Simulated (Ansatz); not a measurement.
`B[SiH2]CC` + HBr → `CC[SiH2]Br` + BH₃ at 500 K and 1 bar (cleavage of the Si–B bond).

Computed with Ansatz on PBE0-D4/def2-TZVP structures; ΔE is electronic, products minus reactants. CCSD(T)/CBS adds triple-zeta CCSD(T) − MP2 to the extrapolated MP2 energy (def2 sets, frozen cores). This one scheme is used for every species. For Br outer-core shells are correlated without core-valence functions, which leaves a few kJ/mol of doubt a bond. Scalar relativity is left out up to krypton. One conformer a species, not always the lowest.

```json
{"species": "`B[SiH2]CC`", "CCSD(T)/CBS energy (Eh)": "-395.35748", "H − E (kJ/mol)": "316.7", "S (J/(mol·K))": "418.8"}
{"species": "HBr", "CCSD(T)/CBS energy (Eh)": "-2573.91920", "H − E (kJ/mol)": "30.5", "S (J/(mol·K))": "213.7"}
{"species": "`CC[SiH2]Br`", "CCSD(T)/CBS energy (Eh)": "-2942.77097", "H − E (kJ/mol)": "263.2", "S (J/(mol·K))": "404.8"}
{"species": "BH₃", "CCSD(T)/CBS energy (Eh)": "-26.55200", "H − E (kJ/mol)": "86.8", "S (J/(mol·K))": "208.8"}
```

H − E and S are ideal-gas, rigid-rotor, harmonic terms from PBE0-D4/def2-TZVP, for one conformer and one mirror image of each species. 1 Eh = 2625.50 kJ/mol, R = 8.31446 J/(mol·K).

Question: By hand: ΔE, ΔH, ΔS and ΔG.

Answer: ΔE = (-2942.77097) + (-26.55200) − (-395.35748) − (-2573.91920) = -0.04629 Eh = -121.5 kJ/mol. Δ(H − E) = 263.2 + 86.8 − 316.7 − 30.5 = 2.8, so ΔH = -118.7 kJ/mol. ΔS = 404.8 + 208.8 − 418.8 − 213.7 = -18.9 J/(mol·K). ΔG = -118.7 − 500 × (-18.9)/1000 = -109.2 kJ/mol.

Question: By hand: the equilibrium constant, and the temperature at which ΔG would vanish if ΔH and ΔS stayed fixed.

Answer: log₁₀ K = −ΔG/(RT ln 10) = 11.4. ΔG = 0 at ΔH/ΔS = 6280 K, far beyond where these terms or the molecules hold.

ΔH outweighs TΔS. A doubt of 5 kJ/mol in ΔE shifts log₁₀ K by 0.5 here. Other conformers and mirror images would add mixing entropy, several J/(mol·K) or more a flexible species. Modes under 60 cm⁻¹, often nearly free rotors, make the harmonic entropy too high. These are equilibria of isolated gas molecules and say nothing of rates. Largest T1 diagnostic: 0.011 (customary marks: 0.02 for closed shells, 0.045 for open ones).
